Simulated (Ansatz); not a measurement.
Isolated molecules relaxed with PBE0-D4/def2-TZVP in Ansatz; ΔE leaves out vibrations. CBS: MP2 limit from def2 TZ/QZ plus the TZ coupled-cluster correction, frozen cores. This one scheme is used for every species. DFT in def2-TZVPP. One conformer a species, not always the lowest.

Consider the ligand exchange at the Al–F bond: `[F][Al]([Cl])[Cl]` + `N=C=O` → `O=C=[N][Al]([Cl])[Cl]` + H–F.

CCSD(T)/CBS gives +35.7 kJ/mol.

Task: Another level gave +33.7 kJ/mol. Which?
A. PBE0-D4/def2-TZVPP
B. BLYP/def2-TZVPP
C. PBE/def2-TZVPP
D. r2SCANh-D4/def2-TZVPP

Result: A. PBE0-D4 33.7, r2SCANh-D4 39.0, BLYP 50.4, PBE 44.1 kJ/mol.

Task: What do rigid-rotor, harmonic-oscillator terms from PBE0-D4/def2-TZVP frequencies (298.15 K, 1 bar) make of the CCSD(T)/CBS value? (Best estimate.)

Result: Ansatz gave: ΔZPE = -1.7 kJ/mol, ΔH = +37.3 kJ/mol, ΔS = -4 J/(mol·K), ΔG = +38.5 kJ/mol. Modes under 50 cm⁻¹ make the entropy rough.

Largest T1 diagnostic among the species: 0.018.

From r2SCAN to r2SCAN0 (25 % exact exchange), in def2-TZVPP and without D4, ΔE moves by −5.7 kJ/mol. The D4 term adds −6.0 kJ/mol with B3LYP and −3.6 kJ/mol with PBE0; it sums over pairs of atoms, weighted by their polarisabilities, and B3LYP, whose exchange is more repulsive, gets the larger term. Leaving LDA and LC-ωPBE aside and taking each functional with its dispersion term where it has one, the values, not all of them listed here, spread over 10.7 kJ/mol, from PBE-QIDH to BLYP-D4. LDA lies −4.2 kJ/mol from PBE without D4.

B3LYP here is the variant with VWN-RPA as its local correlation; programs differ in this.
